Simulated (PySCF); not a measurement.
H2Pb2, SMILES [PbH]#[PbH].

The structure is a stationary point at PBE0-D3(BJ)/def2-TZVP. The def2 effective core potentials stand for the cores of Pb; spin–orbit coupling is left out.

Two levels are set side by side: PBE/def2-TZVPD (PySCF) and PBE0/def2-TZVPD (PySCF). Same geometry, gas phase. Differences are taken from unrounded values.

```tsv
quantity	PBE0	PBE	PBE minus PBE0
orbital gap (eV)	2.96	1.57	-1.38
highest occupied level (eV)	-4.84	-4.13	0.71
lowest empty level (eV)	-1.88	-2.56	-0.68
dipole moment (D)	1.25	1.26	0.00
mean polarisability (bohr³)	118.3	119.9	1.6
```

Without exact exchange PBE keeps part of each electron's self-repulsion, which lifts occupied levels and narrows the gap. Differences between two approximate levels are no errors against the true value.

Rough cost on one machine, each run with all the roots and properties that it gave: PBE0 against PBE within a factor of 2.
